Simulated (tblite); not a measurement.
Isomers of C6H11FO2Si. Computed with GFN2-xTB (tblite): harmonic, unscaled wavenumbers at the GFN2-xTB geometry, gas phase. Against measured fundamentals such values can be off by several per cent, at times by over 20. Modes of hydrogen on silicon can be 10 to 20 % off. One conformer each.

Electronic energies: GFN2-xTB at the same geometries; isomer energies are rough at this level and their order can be wrong.

| SMILES | electronic energy, lowest = 0 (kJ/mol) |
| --- | --- |
| CO[Si@@H](F)[C@@H]1C[C@@H]1CC=O | 0.0 |
| COCC1=C([Si@H](F)OC)C1 | 135.3 |
| CC(C)C1=C(O[SiH2]O)[C@@H]1F | 65.2 |

Task: How do GFN2-xTB zero-point energies change the relative energies?

Result: 
| SMILES | ZPE (kJ/mol) | of it from modes above 1550 cm⁻¹ | electronic (kJ/mol) | with ZPE, lowest = 0 (kJ/mol) | lowest mode (cm⁻¹) | rings |
| --- | --- | --- | --- | --- | --- | --- |
| CO[Si@@H](F)[C@@H]1C[C@@H]1CC=O | 419.7 | 203.5 | 0.0 | 0.0 | 22 | 1 |
| CC(C)C1=C(O[SiH2]O)[C@@H]1F | 410.9 | 206.2 | 65.2 | 56.5 | 12 | 1 |
| COCC1=C([Si@H](F)OC)C1 | 416.1 | 201.2 | 135.3 | 131.7 | 22 | 1 |

The zero-point energies span 8.8 kJ/mol, from `CC(C)C1=C(O[SiH2]O)[C@@H]1F` to `CO[Si@@H](F)[C@@H]1C[C@@H]1CC=O`. The order is unchanged.
